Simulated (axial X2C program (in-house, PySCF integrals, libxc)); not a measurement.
## Nuclear properties of NWO⁺

Calculated with an in-house all-electron X2C program for linear molecules (integrals from PySCF): two-component X2C with atomic mean-field Coulomb and Gaunt terms, Gaussian nuclei, basis N dyall-av3z, W dyall-v3z, O dyall-av3z with contracted cores.

N–W–O held linear, with bonds 1.931 and 1.690 Å (near the PBE0 minimum at charge 1 of the determinant lowest at the starting distance; the state shown can have its own minimum elsewhere, held linear; other orders of the atoms were not compared).

Determinant lowest in the PBE0 search, Ω = 1 (⟨Sz⟩ = 0.00, ⟨Lz⟩ = 1.00 at PBE0), spin on the atoms N 0.98, W -1.22, O 0.24:

```csv
level,Eeff magnitude (GV/cm),Ws magnitude W (kHz),A∥/gI N (MHz),qzz N (a.u.),A∥/gI W (MHz),qzz W (a.u.),A∥/gI O (MHz),qzz O (a.u.)
PBE0,4.11,4.94,275,0.27,3700,-8.27,141,-0.49
HF,2.21,2.94,308,0.21,4770,-8.49,292,-1.28
PBE,6.86,7.28,261,0.18,3260,-8.59,136,-0.33
```

Eeff is the effective electric field on the electron electric dipole moment in this Ω state and Ws the scalar–pseudoscalar constant of the nucleus named (defined with the proton number Z and per Ω); A∥ (defined per Ω) follows by multiplying with gI = μI/(I μN); qzz is the electric field gradient, eQq0 = 234.96 MHz × Q/barn × qzz. The operators were transformed with the bare-nucleus X2C matrices; with these basis sets, hyperfine constants and field gradients can be off by tens of per cent, and where levels differ in sign neither size nor sign is settled.

Q: With gI(14N) = 0.4038, Q(14N) = 0.02044 barn, gI(183W) = 0.2356 (g factors from the IAEA table of nuclear moments by Stone; Q from Pyykkö, Mol. Phys. 2018), turn the PBE0 values of the first state into constants in MHz.

A: A∥(14N) = 275 × 0.4038 = 111 MHz; eQq0(14N) = 234.96 × (0.02044) × (0.27) = 1.3 MHz; A∥(183W) = 3700 × 0.2356 = 872 MHz.

The molecule was held linear; bending was not examined, so a bent shape may lie lower.

Each state is one determinant with collinear spin, which with several unpaired electrons need not be a pure state. Unrestricted Hartree–Fock can overshoot spin polarisation at the nuclei. With several open shells hyperfine constants can be off by a factor of several. Where Eeff spreads by more than a factor of two the levels disagree and none is to be relied on. In the state Ω = 1 the atomic spins oppose each other (0.98, -1.22, 0.24): a broken-symmetry determinant whose values are not spin-projected. Open-shell Ω = 0 determinants with evenly filled partner blocks cannot be reached by this program, so the Ω shown need not be the lowest component. States lie within half an eV, so the first need not be the ground state. Further determinants of the search, some of them spin-mixed, are not shown.
